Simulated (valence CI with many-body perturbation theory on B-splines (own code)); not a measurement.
## E1 transitions of Eu³⁰⁺

Level of theory: configuration interaction combined with many-body perturbation theory (CI+MBPT): five valence electrons over a frozen Dirac-Fock core [Ar] 3d10, a basis of 9 s, 9 p, 8 d, 6 f, 3 g, 1 h functions for each j, with the one-electron correlation potential Σ1, the two-electron term Σ2, the three-electron term Σ3, Breit, model QED; selected CI, second order for the rest (own B-spline code, finite nucleus).

The last digits are not significant, and no measured levels were compared; by estimate large intervals hold to a few tenths of a per cent, small ones and those within an open d or f shell to about a per cent. Among the levels kept, up to 250 cm⁻¹ of a level comes from second order outside the variational space, and about a tenth of that is noise between levels of different J, which matters for small intervals.

Lines 201 to 220 of 220 in falling wavelength, among levels below 233.65 eV, chosen from the strongest by gf and those to the six lowest levels. Wavelengths and rates use the calculated energies. Electric multipoles are in the length gauge, E1 and E2 with the static RPA response of the core. Weak lines are less certain than strong ones. Lines between different terms over intervals too small for the method are left out, as are lines whose strength nearly cancels. The highest levels of a list are the least certain.

Levels are named by their leading jj configuration (3d3/2^4 stands for four electrons in 3d with j = 3/2), which in mixed levels can hold well under half, so a name can repeat and another be missing. Letters in brackets count levels of one name in rising energy.

```
λ vac (nm)                               Upper                       Lower   A (s⁻¹)  S (a.u.) with core polarisation  S without
     7.134          (4s^2 4p3/2^2 4d5/2) J=3/2  (4s^2 4p1/2 4p3/2^2) J=1/2  7.29e+10                         5.22e-02   5.57e-02
     7.113      (4s^2 4p3/2^2 4d3/2) J=3/2 [b]  (4s^2 4p1/2 4p3/2^2) J=3/2  1.55e+10                         1.10e-02   1.17e-02
     7.051      (4s^2 4p3/2^2 4d5/2) J=5/2 [a]  (4s^2 4p1/2 4p3/2^2) J=3/2  3.69e+07                         3.83e-05   4.06e-05
     7.047  (4s^2 4p1/2 4p3/2 4d5/2) J=5/2 [c]  (4s^2 4p1/2^2 4p3/2) J=3/2  9.65e+10                         1.00e-01   1.07e-01
     7.025  (4s^2 4p1/2 4p3/2 4d5/2) J=3/2 [b]  (4s^2 4p1/2^2 4p3/2) J=3/2  4.47e+10                         3.06e-02   3.27e-02
     6.921          (4s^2 4p3/2^2 4d5/2) J=3/2  (4s^2 4p1/2 4p3/2^2) J=5/2  3.11e+09                         2.04e-03   2.18e-03
     6.890      (4s^2 4p1/2 4p3/2 4d5/2) J=1/2  (4s^2 4p1/2^2 4p3/2) J=3/2  1.05e+10                         3.38e-03   3.61e-03
     6.831          (4s^2 4p3/2^2 4d5/2) J=1/2  (4s^2 4p1/2 4p3/2^2) J=3/2  4.76e+10                         1.50e-02   1.60e-02
     6.803      (4s^2 4p3/2^2 4d5/2) J=5/2 [b]  (4s^2 4p1/2 4p3/2^2) J=5/2  1.45e+10                         1.35e-02   1.44e-02
     6.761          (4s^2 4p3/2^2 4d5/2) J=3/2  (4s^2 4p1/2 4p3/2^2) J=3/2  4.08e+07                         2.49e-05   2.68e-05
     6.648      (4s^2 4p3/2^2 4d5/2) J=5/2 [b]  (4s^2 4p1/2 4p3/2^2) J=3/2  1.62e+10                         1.41e-02   1.50e-02
     6.468                  (4s 4p3/2^4) J=1/2  (4s^2 4p1/2^2 4p3/2) J=3/2  3.15e+07                         8.41e-06   9.12e-06
     6.208          (4s^2 4p3/2^2 4d3/2) J=1/2  (4s^2 4p1/2^2 4p3/2) J=3/2  6.28e+08                         1.48e-04   1.58e-04
     6.185      (4s^2 4p3/2^2 4d3/2) J=3/2 [a]  (4s^2 4p1/2^2 4p3/2) J=3/2  5.40e+07                         2.52e-05   2.70e-05
     6.164          (4s^2 4p3/2^2 4d3/2) J=5/2  (4s^2 4p1/2^2 4p3/2) J=3/2  3.90e+08                         2.70e-04   2.87e-04
     5.924      (4s^2 4p3/2^2 4d3/2) J=3/2 [b]  (4s^2 4p1/2^2 4p3/2) J=3/2  1.82e+08                         7.49e-05   8.05e-05
     5.882      (4s^2 4p3/2^2 4d5/2) J=5/2 [a]  (4s^2 4p1/2^2 4p3/2) J=3/2  1.42e+09                         8.56e-04   9.16e-04
     5.727          (4s^2 4p3/2^2 4d5/2) J=1/2  (4s^2 4p1/2^2 4p3/2) J=3/2  7.83e+08                         1.45e-04   1.55e-04
     5.679          (4s^2 4p3/2^2 4d5/2) J=3/2  (4s^2 4p1/2^2 4p3/2) J=3/2  1.28e+09                         4.64e-04   4.97e-04
     5.599      (4s^2 4p3/2^2 4d5/2) J=5/2 [b]  (4s^2 4p1/2^2 4p3/2) J=3/2  7.24e+08                         3.76e-04   4.02e-04
```
